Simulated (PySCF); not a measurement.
Cl2FH5Si3, SMILES Cl[SiH]([SiH2][SiH2]F)Cl. Atoms are numbered in the order given.

```xyz
11

Si     2.4626     0.0928    -0.1201
F      3.8081    -0.8351    -0.1355
Si     0.5598    -1.2829     0.0344
Si    -1.2421     0.1174    -0.4960
Cl    -3.0122    -0.5396     0.3632
Cl    -0.7324     1.9843     0.2925
H      2.5405     1.0101     1.0470
H      2.4260     0.8733    -1.3875
H      0.6178    -2.4296    -0.9187
H      0.3650    -1.7879     1.4237
H     -1.4868     0.3090    -1.9479
```

Coordinates come from a B3LYP-D3(BJ)/def2-SVP optimisation. The structure was generated by enumeration, and PubChem lists no compound with its InChIKey, so it may never have been made. The values are those of a single conformer.

Two levels are set side by side: PBE/pcSseg-1 (PySCF) and PBE0/pcSseg-1 (PySCF). GIAO shifts against CFCl3 (¹⁹F), HCl (³⁵Cl), TMS (²⁹Si), TMS (¹H) at the same level; non-relativistic, no solvent, atoms listed together averaged. Without spin–orbit terms, shifts of atoms bonded to Cl or Br come out too high at both levels. Differences are taken from unrounded values.

```tsv
quantity	PBE
δ(²⁹Si) of Si1 (ppm)	8.4
δ(¹⁹F) of F2 (ppm)	-274.4
δ(²⁹Si) of Si3 (ppm)	-102.4
δ(²⁹Si) of Si4 (ppm)	38.6
δ(¹H) of H9, H10 (ppm)	4.12
δ(¹H) of H11 (ppm)	6.76
```

Question: These are the PBE values. What does PBE0 give? (Estimate from the structure and the level; the computed values follow.)

Answer: 
```json
[
 {"quantity": "δ(²⁹Si) of Si1 (ppm)", "PBE0": "7.1", "PBE minus PBE0": "1.4"},
 {"quantity": "δ(¹⁹F) of F2 (ppm)", "PBE0": "-252.9", "PBE minus PBE0": "-21.5"},
 {"quantity": "δ(²⁹Si) of Si3 (ppm)", "PBE0": "-98.7", "PBE minus PBE0": "-3.7"},
 {"quantity": "δ(²⁹Si) of Si4 (ppm)", "PBE0": "36.2", "PBE minus PBE0": "2.4"},
 {"quantity": "δ(¹H) of H9, H10 (ppm)", "PBE0": "4.05", "PBE minus PBE0": "0.06"},
 {"quantity": "δ(¹H) of H11 (ppm)", "PBE0": "6.46", "PBE minus PBE0": "0.30"}
]
```

Rough cost on one machine, each run with all the roots and properties that it gave: PBE0 against PBE within a factor of 2.
